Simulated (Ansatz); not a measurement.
Breaking the Te1–F2 bond in FHOTe (SMILES O[Te]F) (multiplicity 1 held, fragments rigid). Energies count from the point at 1.925 Å.
Geometry at that point (charge 0, multiplicity 1):
```csv
atom,x (Å),y (Å),z (Å)
Te,0.1195,0.0429,0.3093
F,-1.0755,1.1330,-0.7345
O,0.3087,-1.4058,-0.9812
H,0.9930,-1.1827,-1.6249
```

Signs of static correlation in def2-SVP, with CASSCF(6,4), from Ansatz (a program for electronic structure) runs.

| R (Å) | T1 of restricted CCSD | ⟨S²⟩ of UHF | largest double amplitude of restricted CCSD | weight of the CASSCF reference in MRCISD | CASSCF natural occupations |
|---|---|---|---|---|---|
| 1.540 | 0.013 | 0.000 | 0.060 | 0.901 | 2.00 2.00 1.99 0.01 |
| 1.733 | 0.015 | 0.000 | 0.057 | 0.899 | 2.00 2.00 1.98 0.02 |
| 1.925 | 0.017 | 0.000 | 0.051 | 0.897 | 2.00 2.00 1.97 0.03 |
| 2.118 | 0.020 | 0.000 | 0.063 | 0.896 | 2.00 2.00 1.95 0.06 |
| 2.310 | 0.023 | 0.230 | ___ | 0.896 | 2.00 2.00 1.90 0.10 |
| 2.599 | 0.033 | 0.806 | 0.184 | 0.896 | 2.00 2.00 1.77 0.24 |
| 2.888 | 0.049 | 0.937 | ___ | 0.897 | 2.00 2.00 1.57 0.43 |
| 3.369 | 0.085 | 0.996 | 0.521 | 0.898 | 2.00 2.00 1.29 0.71 |
| 3.850 | 0.115 | 1.012 | 0.786 | 0.898 | 2.00 2.00 1.13 0.87 |
| 4.428 | 0.132 | 1.012 | 0.989 | 0.898 | 2.00 2.00 1.01 0.99 |
| 5.198 | 0.136 | 1.012 | 1.086 | 0.898 | 2.00 2.00 1.00 1.00 |
| 6.160 | 0.131 | 1.012 | 1.091 | 0.898 | 2.00 2.00 1.00 1.00 |

Task: Some entries are withheld; supply them.

Result: 
- 2.310, largest double amplitude of restricted CCSD: 0.108
- 2.888, largest double amplitude of restricted CCSD: 0.279

Doubts at one or more of the structures used: active orbitals that take no part (SC-NEVPT2 on CASSCF(6,4)/def2-SVP); a restricted determinant that unrestricted orbitals would lower (R-CCSD(T)/def2-SVP); other coupled-cluster roots lie near (R-CCSD(T)/def2-SVP); T1 above 0.05 (R-CCSD(T)/def2-SVP, U-CCSD(T)/def2-SVP); a spin-contaminated determinant (U-CCSD(T)/def2-SVP).
